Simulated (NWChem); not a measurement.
C4H5Cl; SMILES C=C=C(C)Cl

```xyz
10

C      0.6326    -2.4033     0.0000
C      0.1553    -1.1865     0.0000
C     -0.3384     0.0223     0.0000
C     -1.7928     0.3987     0.0000
Cl     0.7788     1.4112     0.0000
H      0.8433    -2.9352     0.9269
H      0.8433    -2.9352    -0.9269
H     -2.0368     0.9974    -0.8852
H     -2.0368     0.9974     0.8852
H     -2.4130    -0.5023     0.0000
```
Atoms are numbered in this order, from 1.

Level: B3LYP/6-31G* (spherical d) (NWChem), optimised geometry, unscaled harmonic frequencies. 

Q: List the harmonic frequencies with IR intensities, and the thermochemistry.

A: 
```tsv
frequency (cm⁻¹)	IR intensity (km/mol)
171	0.4
192	0.7
256	3.1
314	0.8
464	0.3
520	13.8
616	0.2
629	34.4
903	36.5
940	28.0
1037	0.0
1076	0.3
1105	71.2
1306	23.9
1435	2.2
1500	8.1
1501	7.8
1525	1.8
2084	3.7
3052	18.5
3113	12.6
3138	6.6
3143	13.2
3207	4.1
```

```
Quantity                                                                           Result
-----------------------------------------------------------------------  ----------------
zero-point energy                                                           47.5 kcal/mol
thermal correction to the enthalpy at 298.15 K (with zero-point energy)     51.8 kcal/mol
heat capacity Cv                                                         19.9 cal/(mol K)
entropy at 298.15 K and 1 atm (symmetry number 1)                        76.4 cal/(mol K)
dipole moment                                                                      1.95 D
```

Rigid rotor and harmonic oscillator.
